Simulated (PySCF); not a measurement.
Calculation: PySCF with B3LYP-D3(BJ)/def2-TZVP // PBE0-D3(BJ)/def2-SVP. Isolated molecules, 0 K electronic values unless said otherwise. One relaxed conformer stands for a flexible species; it need not be the lowest. B3LYP has the VWN-RPA correlation part, as in Gaussian. Delta-SCF ions had no search for a lower state. 

Reference species (SMILES): `I[Si](I)(I)I` (neutral, multiplicity 1).

```json
{
 "vertical ionisation energy (Delta-SCF)": "9.14 eV",
 "HOMO": "-7.44 eV",
 "LUMO": "-2.90 eV"
}
```

After one change: the vertical ionisation energy (Delta-SCF) decreases by 0.03 eV; the HOMO goes up by 0.14 eV; the LUMO rises by 0.67 eV.

What was changed between the two runs? The new species is one of these.
A. `CO[Si](I)(I)I` (C–O–Si–I torsion 60°)
B. `CO[Si](I)(OC)OC`
C. `CO[Si](I)(I)OC` (C–O–Si–I torsion 180°, I–Si–O–C torsion -62°)

A, `CO[Si](I)(I)I` (C–O–Si–I torsion 60°)
